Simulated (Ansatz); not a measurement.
Relaxation of the cluster Sn₄Cl₄ with RKS PBE0-D4/def2-SVP.

```sh
$ ansatz run in.yaml --threads 4 --pin off --events-out ev --progress --plain --max-ram 4787MiB
```

```yaml
crystal:
  periodic: [false, false, false]
  atoms:
    - {symbol: Sn, position_ang: [-1.356970, 1.065650, -0.494930]}
    - {symbol: Sn, position_ang: [-2.127830, -1.615270, 0.267980]}
    - {symbol: Sn, position_ang: [0.523970, -1.258940, -0.955770]}
    - {symbol: Sn, position_ang: [1.653050, 1.406660, -1.668030]}
    - {symbol: Cl, position_ang: [-1.850190, -3.605930, 1.562130]}
    - {symbol: Cl, position_ang: [3.142170, 1.207650, 0.239450]}
    - {symbol: Cl, position_ang: [0.130440, 3.053990, -0.337520]}
    - {symbol: Cl, position_ang: [-0.114640, -0.253810, 1.386690]}
basis:
  gaussian: {orbitals: def2-SVP}
hamiltonian: {xc: pbe0, dispersion: d4}
scf: {lower_state_search: "off"}
output: {orbitals: {seedname: orbitals}}
relax: {f_tol: 0.02, max_steps: 100}
```

It took 2.7 min on 4 threads of Intel Xeon on a shared host, peak host memory 0.73 GiB.

Positions (Å) and forces (eV/Å) at steps 1, 2, 3, 4, 5, 6, 7, 8, 10 of 10:

```xyz
8
step=1 energy=-73392.8475 eV
Sn   -1.357    1.066   -0.495   -1.013    0.796   -0.397
Sn   -2.128   -1.615    0.268   -0.996   -1.060    0.116
Sn    0.524   -1.259   -0.956    0.453   -0.557   -0.454
Sn    1.653    1.407   -1.668    0.982    0.162   -0.577
Cl   -1.850   -3.606    1.562    0.101   -0.108    0.008
Cl    3.142    1.208    0.239   -0.116   -0.081   -0.038
Cl    0.130    3.054   -0.338    0.143    0.644    0.219
Cl   -0.115   -0.254    1.387    0.447    0.203    1.123
8
step=2 energy=-73393.1459 eV
Sn   -1.479    1.191   -0.497    0.408   -0.240    0.140
Sn   -2.245   -1.753    0.291    0.302    0.165   -0.131
Sn    0.561   -1.300   -0.963   -0.483    0.438    0.155
Sn    1.810    1.472   -1.764   -0.022   -0.094    0.244
Cl   -1.846   -3.699    1.591    0.086   -0.228    0.063
Cl    3.156    1.199    0.233   -0.037   -0.055   -0.115
Cl    0.171    3.122   -0.343    0.009   -0.075   -0.171
Cl   -0.127   -0.232    1.453   -0.263    0.088   -0.185
8
step=3 energy=-73393.2338 eV
Sn   -1.478    1.215   -0.480   -0.042   -0.128    0.021
Sn   -2.220   -1.808    0.313   -0.077    0.090   -0.065
Sn    0.477   -1.192   -0.942   -0.053    0.066   -0.054
Sn    1.852    1.466   -1.748    0.002   -0.084    0.140
Cl   -1.825   -3.792    1.579    0.139   -0.076   -0.034
Cl    3.234    1.171    0.214   -0.067   -0.007   -0.067
Cl    0.187    3.126   -0.409    0.131    0.041   -0.082
Cl   -0.228   -0.187    1.474   -0.033    0.099    0.141
8
step=4 energy=-73393.2656 eV
Sn   -1.501    1.221   -0.456   -0.078    0.073    0.000
Sn   -2.230   -1.799    0.309   -0.123   -0.105    0.080
Sn    0.434   -1.143   -0.903    0.068   -0.100   -0.085
Sn    1.867    1.432   -1.743   -0.014   -0.024    0.019
Cl   -1.734   -3.809    1.518    0.089    0.039   -0.091
Cl    3.245    1.124    0.210   -0.015    0.005    0.021
Cl    0.205    3.116   -0.463    0.095    0.042   -0.041
Cl   -0.286   -0.143    1.527   -0.022    0.070    0.096
8
step=5 energy=-73393.2969 eV
Sn   -1.535    1.293   -0.437    0.067   -0.017   -0.060
Sn   -2.257   -1.811    0.348   -0.137   -0.031    0.064
Sn    0.337   -1.135   -0.922    0.055    0.061   -0.023
Sn    1.890    1.373   -1.728   -0.022   -0.029    0.024
Cl   -1.545   -3.814    1.454    0.052    0.011   -0.045
Cl    3.199    1.053    0.272   -0.033   -0.006   -0.012
Cl    0.264    3.118   -0.518    0.008    0.023   -0.014
Cl   -0.353   -0.077    1.531    0.010   -0.011    0.066
8
step=6 energy=-73393.3112 eV
Sn   -1.479    1.342   -0.442    0.018    0.022   -0.025
Sn   -2.299   -1.818    0.385   -0.034   -0.119    0.132
Sn    0.288   -1.143   -0.896    0.069    0.038   -0.023
Sn    1.863    1.331   -1.726    0.010   -0.010   -0.015
Cl   -1.393   -3.823    1.380   -0.037    0.136   -0.088
Cl    3.108    0.979    0.309   -0.008    0.009    0.016
Cl    0.315    3.185   -0.581   -0.028   -0.050    0.007
Cl   -0.403   -0.054    1.570    0.009   -0.026   -0.005
8
step=7 energy=-73393.3048 eV rejected
Sn   -1.507    1.337   -0.426    0.021   -0.080   -0.044
Sn   -2.329   -1.774    0.467    0.109    0.004   -0.073
Sn    0.265   -1.129   -0.899   -0.114   -0.016   -0.002
Sn    1.912    1.296   -1.725   -0.077    0.002    0.021
Cl   -1.356   -3.808    1.283   -0.019   -0.059    0.067
Cl    3.090    1.005    0.357    0.006   -0.016    0.006
Cl    0.297    3.128   -0.633    0.079    0.162    0.005
Cl   -0.372   -0.055    1.577   -0.004    0.003    0.020
8
step=8 energy=-73393.3151 eV
Sn   -1.477    1.343   -0.442    0.012   -0.002   -0.016
Sn   -2.299   -1.802    0.417   -0.030   -0.040    0.061
Sn    0.279   -1.143   -0.909    0.032    0.019   -0.019
Sn    1.869    1.321   -1.723    0.004    0.000   -0.016
Cl   -1.377   -3.818    1.353   -0.009    0.047   -0.026
Cl    3.067    0.970    0.341    0.005    0.005    0.013
Cl    0.311    3.181   -0.601   -0.006   -0.006    0.005
Cl   -0.372   -0.052    1.563   -0.008   -0.024   -0.001
8
step=10 energy=-73393.3163 eV
Sn   -1.472    1.345   -0.457   -0.006   -0.002    0.002
Sn   -2.317   -1.797    0.442    0.007    0.011    0.003
Sn    0.255   -1.146   -0.931    0.000    0.000    0.004
Sn    1.871    1.311   -1.711    0.019    0.013   -0.011
Cl   -1.336   -3.794    1.344   -0.001   -0.017    0.008
Cl    3.060    0.965    0.360   -0.013   -0.004   -0.006
Cl    0.316    3.182   -0.599    0.006    0.008    0.000
Cl   -0.377   -0.065    1.553   -0.013   -0.008    0.000
```

In the def2 sets Sn takes a core potential; there is no spin–orbit coupling. Another isomer (singlet) lies 0.79 eV lower at PBE0-D4/def2-TZVP; other spin states weren't run for this one.
